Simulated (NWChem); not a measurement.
Molecule: CH$_{5}$AlClN; SMILES C[NH][AlH][Cl]

```xyz
9

Al     0.5801    -0.1200     0.0000
Cl    -0.3769    -2.0130     0.0000
H      2.1589     0.0179     0.0000
N     -0.4706     1.3187     0.0000
C     -0.0732     2.7172     0.0000
H     -1.4884     1.1995     0.0000
H     -0.4379     3.2692     0.8967
H     -0.4379     3.2692    -0.8967
H      1.0335     2.8017     0.0000
```
Atoms are numbered in this order, from 1.

Results from NWChem. Pople sets run with spherical d functions. Geometry: optimised at PBE-D3(BJ)/def2-SVP. Core excitations by TDA in a window of 1s orbitals, non-relativistic and unshifted: absolute energies depend strongly on the exact-exchange share.

For level N K edge, B3LYP/6-311G**:

- first 1s excitation (eV) = 386.8
- dipole oscillator strength of the first = 0.0138
- first state with f > 0.002 (eV) = 386.8
- dipole oscillator strength of that state = 0.0138

Q: Estimate the same quantities for level N K edge, PBE/6-311G**.

A: The first 1s excitation (eV) comes out as 378.9, the dipole oscillator strength of the first comes out as 0.0107 and the first state with f > 0.002 (eV) is 378.9. The dipole oscillator strength of that state is 0.0107.
